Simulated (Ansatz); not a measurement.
`[Cl][Al]([Cl])[Br]` + H₂O → `[OH][Al]([Cl])[Cl]` + HBr at 500 K and 1 bar (formal hydrolysis of the Al–Br bond).

Calculated with Ansatz (gas phase, PBE0-D4/def2-TZVP geometries, no zero-point term in ΔE). CCSD(T)/CBS is the MP2 limit (def2-TZVPP, def2-QZVPP) plus CCSD(T) − MP2 in def2-TZVPP, frozen cores. This one scheme is used for every species. For Br outer-core shells are correlated without core-valence functions, which leaves a few kJ/mol of doubt a bond. Scalar relativity is left out up to krypton. One conformer a species, not always the lowest.

```csv
species,CCSD(T)/CBS energy (Eh),H − E (kJ/mol),S (J/(mol·K))
`[Cl][Al]([Cl])[Br]`,-3735.10209,44.0,373.7
H₂O,-76.37941,73.2,206.3
`[OH][Al]([Cl])[Cl]`,-1237.55309,79.1,367.2
HBr,-2573.91920,30.5,213.7
```

H − E and S are ideal-gas, rigid-rotor, harmonic terms from PBE0-D4/def2-TZVP, for one conformer and one mirror image of each species. 1 Eh = 2625.50 kJ/mol, R = 8.31446 J/(mol·K).

Q: By hand: ΔE, ΔH, ΔS and ΔG.

A: ΔE = (-1237.55309) + (-2573.91920) − (-3735.10209) − (-76.37941) = 0.00921 Eh = 24.2 kJ/mol. Δ(H − E) = 79.1 + 30.5 − 44.0 − 73.2 = -7.6, so ΔH = 16.6 kJ/mol. ΔS = 367.2 + 213.7 − 373.7 − 206.3 = 0.9 J/(mol·K). ΔG = 16.6 − 500 × (0.9)/1000 = 16.2 kJ/mol.

Q: By hand: the equilibrium constant, and the temperature at which ΔG would vanish if ΔH and ΔS stayed fixed.

A: log₁₀ K = −ΔG/(RT ln 10) = -1.7. ΔG = 0 at ΔH/ΔS = 18444 K, far beyond where these terms or the molecules hold.

The number of gas molecules stays the same, so ΔS is small and ΔH decides. A doubt of 5 kJ/mol in ΔE shifts log₁₀ K by 0.5 here. Other conformers and mirror images would add mixing entropy, several J/(mol·K) or more a flexible species. These are equilibria of isolated gas molecules and say nothing of rates. Largest T1 diagnostic: 0.010 (customary marks: 0.02 for closed shells, 0.045 for open ones).
